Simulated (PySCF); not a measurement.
C₃H₈GeSi, SMILES C#C[CH2][GeH2][SiH3]. The structure is a stationary point at r2SCAN-D4/def2-SVP. The structure was generated by enumeration, and PubChem lists no compound with its InChIKey, so it may never have been made. One conformer was computed; it need not be the lowest.

Computed equilibrium geometry at r2SCAN-D4/def2-SVP (PySCF confirms it by a frequency run) as bond lengths and angles (one conformer of several):
Atoms: C1 C2 C3 Ge4 Si5 H6 H7 H8 H9 H10 H11 H12 H13. Bonded distances (Å): C1–C2 1.217, C1–H6 1.074, C2–C3 1.446, C3–Ge4 1.990, C3–H7 1.104, C3–H8 1.103, Ge4–Si5 2.380, Ge4–H9 1.538, Ge4–H10 1.542, Si5–H11 1.495, Si5–H12 1.492, Si5–H13 1.495. Angles (°): C2–C1–H6 178.8, C1–C2–C3 176.9, C2–C3–Ge4 110.6, C2–C3–H7 111.0, C2–C3–H8 111.4, Ge4–C3–H7 107.9, Ge4–C3–H8 108.5, H7–C3–H8 107.3, C3–Ge4–Si5 108.9, C3–Ge4–H9 108.0, C3–Ge4–H10 108.0, Si5–Ge4–H9 111.5, Si5–Ge4–H10 112.0, H9–Ge4–H10 108.4, Ge4–Si5–H11 110.1, Ge4–Si5–H12 110.6, Ge4–Si5–H13 109.3, H11–Si5–H12 108.9, H11–Si5–H13 108.6, H12–Si5–H13 109.2.
Charge 0, spin multiplicity 1.
